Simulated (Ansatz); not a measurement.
C2H9NOSi can be A, `OCCN[SiH3]`, or B, `CN[SiH](C)O`.

Computed with Ansatz on PBE0-D4/def2-TZVP structures; ΔE is electronic, products minus reactants. CBS: MP2 limit from def2 TZ/QZ plus the TZ coupled-cluster correction, frozen cores. Functionals use def2-TZVPP. B3LYP here is the variant with VWN-RPA as its local correlation; programs differ in this. One conformer a species, not always the lowest.

Q: Which is lower in electronic energy at CCSD(T)/CBS, and by how much? (Best estimate.)

A: Ansatz gave: B, by 234.5 kJ/mol.

Q: Give E(B) − E(A) in kJ/mol with B2PLYP, B3LYP, MP2/def2-TZVPP, PBE0-D4, LDA (SPW92), HF/def2-TZVPP, BLYP-D4. (Estimate.)

A: Computed: B2PLYP -232.6, B3LYP -228.0, MP2/def2-TZVPP -238.9, PBE0-D4 -226.4, LDA (SPW92) -217.8, HF/def2-TZVPP -227.6, BLYP-D4 -226.1. None reverses the order clearly.

Q: Does the order hold for the free energy at 298.15 K (harmonic terms from PBE0-D4)? (Estimate.)

A: Ansatz gave: Yes: G(B) − G(A) = -233.3 kJ/mol, for one conformer each. Modes under 60 cm⁻¹, often nearly free rotors, make the harmonic entropy too high.

Largest T1 diagnostic: 0.010.

From BLYP to BHLYP (50 % exact exchange), in def2-TZVPP and without D4, E(B) − E(A) moves by −7.7 kJ/mol. Leaving LDA and LC-ωPBE aside and taking each functional with its dispersion term where it has one, the values, not all of them listed here, spread over 17.3 kJ/mol, from r2SCAN0-D4 to revPBE-D4.
